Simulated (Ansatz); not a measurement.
A structure relaxed at PBE-D4/def2-SVPD in Ansatz, charge -1, doublet:

```csv
atom,x (Å),y (Å),z (Å)
Ge1,1.130,0.695,-0.398
Ge2,-2.471,0.212,0.457
S3,-0.667,1.299,1.130
S4,3.119,0.816,0.378
S5,0.493,-1.565,-0.703
S6,-1.603,-1.457,-0.864
```

Give its formula.

the cluster Ge2S4⁻.

Summarise the bond lengths by kind (pairs closer than 1.2 times the sum of covalent radii, bridged metal pairs left out).

5 × Ge–S 2.14 to 2.43 Å; 1 × S–S 2.11 Å.

The structure comes from a short search, and lower isomers may exist.
